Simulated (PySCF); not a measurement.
H2O, charge +1, doublet, geometry from GFN2-xTB (a state made from the parent by changing its charge; the spin is typed, not shown lowest). Base run: BLYP/6-31G run with PySCF.

Input for PySCF:
```python
from pyscf import gto, scf, dft

mol = gto.M(
    atom='''
O     0.00838048    0.00164066    0.09925610
H    -0.05320696    0.86638286   -0.40979171
H    -0.01383690   -0.87950812   -0.38425707
''',
    basis='6-31g',
    charge=1,
    spin=1,
    verbose=4,
)

mf = dft.UKS(mol)
mf.xc = 'blyp'
mf.kernel()
```

Variants of this job, named by their change:

```csv
change,ΔE vs base (µEh),fitting functions
base,0.0,-
auxbasis = def2-svp-ri,-6092,76
auxbasis = autoaux,-1283,100
auxbasis = even-tempered beta=3.0,-1635,61
auxbasis = cc-pvtz-jkfit,-11.4,139
auxbasis = cc-pvtz-ri,-52.5,141
auxbasis = cc-pvdz-jkfit,-20.9,116
auxbasis = def2-universal-jkfit,-41.4,113
auxbasis = cc-pvqz-jkfit,-8.4,208
auxbasis = even-tempered beta=1.6,-1241,134
```

A fitting set is made for a task (jfit for Coulomb, jkfit for Coulomb and exchange, ri for correlation) and for a family of orbital bases.

Open shells are given as the SCF converged; they aren't shown to be the lowest states, and a large step between rows can be another state.
